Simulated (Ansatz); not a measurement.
`[NH]=[Nb]([NH2])([OH])[OH]` and `[NH]=[Nb]([OH])([OH])[OH]` differ in one atom or group.

Ansatz, PBE0-D4/def2-TZVP geometries, multiplicity 1. Each molecule was computed in one conformer, which needn't be the lowest.

Elements past krypton have def2 core potentials.

```json
{"property": "size of the dipole moment (B3LYP/def2-TZVPP) / D", "`[NH]=[Nb]([NH2])([OH])[OH]`": "1.25"}
{"property": "LUMO energy (PBE/def2-TZVPP) / eV", "`[NH]=[Nb]([NH2])([OH])[OH]`": "-1.16"}
{"property": "LUMO energy (PBE0/def2-TZVPP) / eV", "`[NH]=[Nb]([NH2])([OH])[OH]`": "-0.30"}
{"property": "HOMO–LUMO gap (B3LYP/def2-TZVPP) / eV", "`[NH]=[Nb]([NH2])([OH])[OH]`": "6.61"}
{"property": "zero-point energy (PBE0-D4/def2-TZVP) / kJ/mol", "`[NH]=[Nb]([NH2])([OH])[OH]`": "171.3"}
{"property": "LUMO energy (ωB97M-V/def2-TZVPP) / eV", "`[NH]=[Nb]([NH2])([OH])[OH]`": "1.00"}
```

Problem. What does the change do to each property? (Estimate.)

Solution. Computed: 
```json
{"property": "size of the dipole moment (B3LYP/def2-TZVPP) / D", "`[NH]=[Nb]([OH])([OH])[OH]`": "2.16", "shift": "0.91"}
{"property": "LUMO energy (PBE/def2-TZVPP) / eV", "`[NH]=[Nb]([OH])([OH])[OH]`": "-1.49", "shift": "-0.33"}
{"property": "LUMO energy (PBE0/def2-TZVPP) / eV", "`[NH]=[Nb]([OH])([OH])[OH]`": "-0.60", "shift": "-0.30"}
{"property": "HOMO–LUMO gap (B3LYP/def2-TZVPP) / eV", "`[NH]=[Nb]([OH])([OH])[OH]`": "6.36", "shift": "-0.25"}
{"property": "zero-point energy (PBE0-D4/def2-TZVP) / kJ/mol", "`[NH]=[Nb]([OH])([OH])[OH]`": "136.9", "shift": "-34.4"}
{"property": "LUMO energy (ωB97M-V/def2-TZVPP) / eV", "`[NH]=[Nb]([OH])([OH])[OH]`": "0.65", "shift": "-0.35"}
```

With PBE0 the HOMO falls by 0.06 eV and the LUMO falls by 0.30 eV, so the gap narrows by about 0.24 eV. PBE moves the HOMO by -0.08 eV and ωB97M-V by -0.04 eV. The zero-point energy changes by -34.4 kJ/mol with -3 modes. Dipoles are sizes alone; their direction can turn.

B3LYP here is the variant with VWN-RPA as its local correlation; programs differ in this.
